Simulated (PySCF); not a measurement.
**Bonding in `C#C[C@H]1CC[SiH2]N1`**

C5H9NSi.
Atom-mapped SMILES: `[CH:1]#[C:2][C@H:3]1[CH2:4][CH2:5][SiH2:6][NH:7]1` (hydrogens: H8 on C1; H9 on C3; H10, H11 on C4; H12, H13 on C5; H14, H15 on Si6; H16 on N7)

Cartesian coordinates in Å at the PBE0-D3(BJ)/def2-SVP level; atoms count from 1:
```xyz
16
C5H9NSi angstrom
C      2.8097    0.0534    0.6449
C      1.8221   -0.1224   -0.0349
C      0.6176   -0.3097   -0.8620
C     -0.3951   -1.2559   -0.1868
C     -1.1617   -0.4693    0.8842
Si    -1.3260    1.2448    0.1024
N     -0.1033    0.9312   -1.1042
H      3.6851    0.2095    1.2479
H      0.9405   -0.7592   -1.8193
H     -1.0911   -1.5995   -0.9688
H      0.1140   -2.1428    0.2199
H     -2.1136   -0.9493    1.1533
H     -0.5622   -0.3812    1.8052
H     -1.0202    2.3670    1.0479
H     -2.6624    1.5429   -0.5040
H      0.4166    1.6417   -1.6042
```

Bond orders from the PBE0/pcSseg-1 density (PySCF). One conformer (not necessarily the lowest) at the PBE0-D3(BJ)/def2-SVP geometry, without solvent, vibrations or thermal averaging.

Task: How far do the computed orders between heavy atoms stray from the drawn ones?

Result: The largest departure is 0.427, at C1–C2 (drawn triple, 2.573). Drawn double or triple, more than 0.30 short of the drawn order: C1–C2 (2.573).

Task: Give the Mayer order of every bond, beside its length.

Result: 
| bond | drawn as | length (Å) | Mayer order |
| --- | --- | --- | --- |
| C1–C2 | triple | 1.212 | 2.573 |
| C2–C3 | single | 1.473 | 0.889 |
| C3–C4 | single | 1.542 | 1.034 |
| C4–C5 | single | 1.534 | 1.012 |
| C5–Si6 | single | 1.891 | 0.924 |
| Si6–N7 | single | 1.746 | 0.969 |
| N7–C3 | single | 1.455 | 0.989 |
| C1–H8 | single | 1.074 | 1.124 |
| C3–H9 | single | 1.106 | 0.932 |
| C4–H10 | single | 1.102 | 0.949 |
| C4–H11 | single | 1.101 | 0.952 |
| C5–H12 | single | 1.100 | 0.952 |
| C5–H13 | single | 1.102 | 0.941 |
| Si6–H14 | single | 1.499 | 0.911 |
| Si6–H15 | single | 1.497 | 0.914 |
| N7–H16 | single | 1.012 | 0.932 |

By pair of heavy elements: C–C: lowest C2–C3 (0.889, 1.473 Å), highest C1–C2 (2.573, 1.212 Å); in 3 of the 6 pairs the longer bond (by over 0.003 Å) has the higher order (by 0.02 or more).

Task: Sum the orders of all bonds at each heavy atom with more than one neighbour and set the sums beside the valence in the SMILES.

Result: C1 3.697 (drawn 4), C2 3.462 (drawn 4), C3 3.844 (drawn 4), C4 3.947 (drawn 4), C5 3.829 (drawn 4), Si6 3.718 (drawn 4), N7 2.890 (drawn 3). Orders between atoms that aren't bonded are not in these sums.

The Mayer order sums products of elements of PS (density times overlap matrix) between the two atoms' basis functions, so it depends on the basis set.

The run behind these numbers computed NMR shieldings as well. The run took 55 s of wall time (with the writing of density and orbital grids) on one thread of an Arm Neoverse N1, shared host, and the process peaked at 0.81 GiB of memory.
